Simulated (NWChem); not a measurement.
All runs are NWChem calculations. System: H2ISi, charge 0, spin multiplicity 2, at a geometry optimised with UPBE0/def2-SVP with def2 effective core potentials on I. The structure started from a generated list of species. Its SCF solution wasn't tested for a lower state. Level: Ur2SCAN/def2-TZVP with def2 effective core potentials on I.

Output (cleaned and shortened):

```
             Northwest Computational Chemistry Package (NWChem) 7.3.0
             --------------------------------------------------------

                                NWChem Input Module
                                -------------------

 Scaling coordinates for geometry "geometry" by  1.889725989
 (inverse scale =  0.529177249)

 Turning off AUTOSYM since
 SYMMETRY directive was detected!

                             Geometry "geometry" -> ""
                             -------------------------

 Output coordinates in angstroms (scale by  1.889725989 to convert to a.u.)

  No.       Tag          Charge          X              Y              Z
 ---- ---------------- ---------- -------------- -------------- --------------
    1 Si                  14.0000    -0.40503900    -1.81688400     0.00000000
    2 I                   53.0000     0.10039500     0.57203700     0.00000000
    3 H                    1.0000     0.17480000    -2.44079000    -1.22979600
    4 H                    1.0000     0.17480000    -2.44079000     1.22979600

 Effective nuclear repulsion energy (a.u.)     188.1556775514

            Nuclear Dipole moment (a.u.)
            ----------------------------
        X                 Y               Z
 ---------------- ---------------- ----------------
    -0.0000207870     0.0000094486     0.0000000000

      Symmetry information
      --------------------

 Group name             Cs
 Group number              2
 Group order               2
 No. of unique centers     3

      Symmetry unique atoms

     1    2    3


 Summary of "ao basis" -> "" (spherical)
 ------------------------------------------------------------------------------
       Tag                 Description            Shells   Functions and Types
 ---------------- ------------------------------  ------  ---------------------
 *                         def2-tzvp                  on all atoms

                                 NWChem DFT Module
                                 -----------------

 Summary of "ao basis" -> "ao basis" (spherical)
 ------------------------------------------------------------------------------
       Tag                 Description            Shells   Functions and Types
 ---------------- ------------------------------  ------  ---------------------
 Si                        def2-tzvp                13       37   5s5p2d1f
 I                         def2-tzvp                16       50   6s5p3d2f
 H                         def2-tzvp                 4        6   3s1p

 Summary of "ao basis" -> "ao basis" (spherical)
 ------------------------------------------------------------------------------
       Tag                 Description            Shells   Functions and Types
 ---------------- ------------------------------  ------  ---------------------
 Si                        def2-tzvp                13       37   5s5p2d1f
 I                         def2-tzvp                16       50   6s5p3d2f
 H                         def2-tzvp                 4        6   3s1p

      Symmetry analysis of basis
      --------------------------

        a'         64
        a"         35

            General Information
            -------------------
          SCF calculation type: DFT
          Wavefunction type:  spin polarized.
          No. of atoms     :     4
          No. of electrons :    41
           Alpha electrons :    21
            Beta electrons :    20
          Charge           :     0
          Spin multiplicity:     2
          Use of symmetry is: on ; symmetry adaption is: on
          Maximum number of iterations: 100
          AO basis - number of functions:    99
                     number of shells:    37
          Convergence on energy requested:  1.00D-06
          Convergence on density requested:  1.00D-05
          Convergence on gradient requested:  5.00D-04

              XC Information
              --------------
                      r^2SCAN Method XC Functional
               r^2SCAN metaGGA Exchange Functional  1.000
                     r^2SCAN Correlation Potential  1.000

             Grid Information
             ----------------
          Grid used for XC integration:  fine
[...]
 Vector   18  Occ=1.000000D+00  E=-3.279586D-01  Symmetry=a'
              MO Center=  6.9D-03, -3.6D-01, -1.6D-14, r^2= 3.5D+00
   Bfn.  Coefficient  Atom+Function         Bfn.  Coefficient  Atom+Function
  ----- ------------  ---------------      ----- ------------  ---------------
    54      0.394054  2 I  py                48     -0.349031  2 I  py
    51      0.276967  2 I  py                16     -0.273505  1 Si py
    57      0.134702  2 I  py                43      0.128089  2 I  s
    53      0.125009  2 I  px                42      0.124244  2 I  s
    47     -0.107586  2 I  px                89      0.105011  3 H  s

 Vector   19  Occ=1.000000D+00  E=-2.672198D-01  Symmetry=a'
              MO Center=  3.2D-02,  3.4D-01, -2.0D-15, r^2= 2.3D+00
   Bfn.  Coefficient  Atom+Function         Bfn.  Coefficient  Atom+Function
  ----- ------------  ---------------      ----- ------------  ---------------
    53      0.501755  2 I  px                47     -0.414434  2 I  px
    50      0.328699  2 I  px                56      0.224374  2 I  px
    54     -0.168520  2 I  py                48      0.139368  2 I  py
    51     -0.111786  2 I  py                15      0.110438  1 Si px
    57     -0.074748  2 I  py                 5     -0.065161  1 Si s

 Vector   20  Occ=1.000000D+00  E=-2.561119D-01  Symmetry=a"
              MO Center=  8.2D-02,  2.8D-01,  1.7D-16, r^2= 2.7D+00
   Bfn.  Coefficient  Atom+Function         Bfn.  Coefficient  Atom+Function
  ----- ------------  ---------------      ----- ------------  ---------------
    55      0.534682  2 I  pz                49     -0.442579  2 I  pz
    52      0.354484  2 I  pz                58      0.252374  2 I  pz
    89      0.081295  3 H  s                 95     -0.081295  4 H  s
    90      0.069919  3 H  s                 96     -0.069919  4 H  s
    46     -0.056112  2 I  pz                27      0.054612  1 Si d -1

 Vector   21  Occ=0.000000D+00  E=-1.254605D-01  Symmetry=a'
              MO Center= -6.0D-01, -1.5D+00,  2.3D-14, r^2= 3.5D+00
   Bfn.  Coefficient  Atom+Function         Bfn.  Coefficient  Atom+Function
  ----- ------------  ---------------      ----- ------------  ---------------
     5      0.461972  1 Si s                 15     -0.364552  1 Si px
    18     -0.358753  1 Si px                 4      0.288616  1 Si s
    53      0.205934  2 I  px                56      0.173545  2 I  px
     3     -0.172214  1 Si s                 47     -0.170537  2 I  px
    50      0.148140  2 I  px                 6      0.135309  1 Si px

 Vector   22  Occ=0.000000D+00  E=-3.889779D-02  Symmetry=a'
              MO Center= -1.1D-01, -9.3D-01, -4.1D-14, r^2= 5.3D+00
   Bfn.  Coefficient  Atom+Function         Bfn.  Coefficient  Atom+Function
  ----- ------------  ---------------      ----- ------------  ---------------
     5      0.574937  1 Si s                 19      0.558096  1 Si py
    57      0.504300  2 I  py                43     -0.465191  2 I  s
    16      0.385656  1 Si py                54      0.325466  2 I  py
     4      0.292855  1 Si s                 18      0.255144  1 Si px
    48     -0.239324  2 I  py                42     -0.222125  2 I  s

 Vector   23  Occ=0.000000D+00  E= 2.761791D-02  Symmetry=a'
              MO Center= -1.3D-01, -1.9D+00, -5.5D-12, r^2= 4.4D+00
   Bfn.  Coefficient  Atom+Function         Bfn.  Coefficient  Atom+Function
  ----- ------------  ---------------      ----- ------------  ---------------
     5      1.078073  1 Si s                 90     -1.023423  3 H  s
    96     -1.023423  4 H  s                 19     -0.841650  1 Si py
    18      0.519327  1 Si px                 4      0.413718  1 Si s
    16     -0.200012  1 Si py                 3     -0.190811  1 Si s
    15      0.185511  1 Si px                43      0.171754  2 I  s

   alpha - beta orbital overlaps
   -----------------------------

   alpha      1      2      3      4      5      6      7      8      9     10
    beta      1      2      3      4      5      6      9      7      8     10
 overlap   1.000  1.000  1.000  0.999  0.999  1.000  0.738  0.738  1.000  0.998

   alpha     11     12     13     14     15     16     17     18     19     20
    beta     11     12     13     14     15     16     17     18     19     20
 overlap   0.996  0.998  0.998  0.998  1.000  0.995  1.000  0.997  0.965  1.000

   alpha     21     22     23     24     25     26     27     28     29     30
    beta     21     22     24     23     25     26     27     29     28     30
 overlap   0.955  0.993  0.983  0.991  0.935  0.939  0.977  0.739  0.775  0.991

   alpha     31     32     33     34     35     36     37     38     39     40
    beta     31     32     35     33     34     36     37     38     39     40
 overlap   0.943  0.985  0.780  0.981  0.822  0.977  0.991  0.971  0.994  0.970

   alpha     41     42     43     44     45     46     47     48     49     50
    beta     41     42     43     44     45     46     47     48     49     50
 overlap   0.992  0.997  0.999  0.998  0.996  0.980  0.981  0.983  0.969  0.960

   alpha     51     52     53     54     55     56     57     58     59     60
    beta     51     52     53     54     55     56     57     59     58     60
 overlap   0.991  0.982  0.982  0.989  0.967  0.971  0.987  0.992  0.967  0.963

   alpha     61     62     63     64     65     66     67     68     69     70
    beta     62     61     63     64     65     66     67     68     70     69
 overlap   0.978  0.995  0.976  0.993  0.998  0.991  0.998  0.992  0.991  0.998

   alpha     71     72     73     74     75     76     77     78     79     80
    beta     71     72     73     74     75     76     77     78     79     80
 overlap   0.993  0.998  0.997  0.999  0.999  0.997  0.997  0.999  1.000  1.000

   alpha     81     82     83     84     85     86     87     88     89     90
    beta     81     82     83     84     85     86     87     88     89     90
 overlap   1.000  1.000  1.000  1.000  1.000  1.000  1.000  1.000  1.000  1.000

   alpha     91     92     93     94     95     96     97     98     99
    beta     91     92     93     94     95     96     97     98     99
 overlap   1.000  1.000  1.000  1.000  1.000  1.000  1.000  1.000  1.000

     --------------------------
     Expectation value of S2:
     --------------------------
      <S2> =      0.7547 (Exact =     0.7500)

 center of mass
 --------------
 x =   0.02120772 y =   0.20284580 z =   0.00000000

 moments of inertia (a.u.)
 ------------------
         525.402653508280         -95.802150556139           0.000000000000
         -95.802150556139          31.993672638991           0.000000000000
           0.000000000000           0.000000000000         535.623793904579

     Multipole analysis of the density
     ---------------------------------

     L   x y z        total         alpha         beta         nuclear
     -   - - -        -----         -----         ----         -------
     0   0 0 0     -0.000000    -21.000000    -20.000000     41.000000

     1   1 0 0     -0.057917      3.354878      1.899359     -5.312154
     1   0 1 0     -0.325005     16.504434     13.438361    -30.267800
     1   0 0 1     -0.000000     -0.000000     -0.000000      0.000000

     2   2 0 0    -31.201848    -23.385413    -17.136489      9.320054
     2   1 1 0      0.640676    -21.998990    -16.231960     38.871626
     2   1 0 1     -0.000000     -0.000000     -0.000000      0.000000
     2   0 2 0    -28.277039   -139.562010   -125.514140    236.799112
     2   0 1 1      0.000000      0.000000      0.000000      0.000000
     2   0 0 2    -31.113493    -21.795049    -20.120186     10.801742

 Task  times  cpu:       12.4s     wall:       12.4s

 Total times  cpu:       12.4s     wall:       12.4s
```

Problem. Write an NWChem input that would produce this output.

Solution. Several could match; the one computed here: 
```
start mol
memory heap 200 mb stack 900 mb global 1100 mb
geometry units angstroms nocenter noautoz
  Si    -0.405039    -1.816884     0.000000
  I      0.100395     0.572037     0.000000
  H      0.174800    -2.440790    -1.229796
  H      0.174800    -2.440790     1.229796
  symmetry group Cs
end
basis spherical
  * library def2-tzvp
end
ecp
  I library def2-ecp
end
dft
  xc r2scan
  odft
  mult 2
  semidirect memsize 60000000 filesize 0
  iterations 100
  grid fine
end
task dft energy
```
